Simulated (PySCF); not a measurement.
Ge(F)(OH)2(NH2) (FGeH4NO2), SMILES [NH2][Ge]([OH])([OH])[F].

Geometry optimised at PBE0-D3(BJ)/def2-SVP. The values are those of a single conformer.

All values below come from PBE0/def2-TZVP run with PySCF.

Isolated molecule, no solvent.

```
Property                                                                                                        Result
---------------------------------------------------------------------------------------------  -----------------------
total energy                                                                                       -2384.13467 hartree
point group                                                                                                         Cs
highest occupied level                                                                                        -8.27 eV
lowest empty level                                                                                            -0.15 eV
orbital gap                                                                                                    8.13 eV
dipole moment                                                                                                   0.60 D
quadrupole, principal values (traceless, Buckingham form, about the centre of nuclear charge)  -12.33, 1.10, 11.23 D·Å
mean static polarisability                                                                        39.5 bohr³ (5.85 Å³)
polarisability, principal values                                                                34.9, 40.5, 43.0 bohr³
```
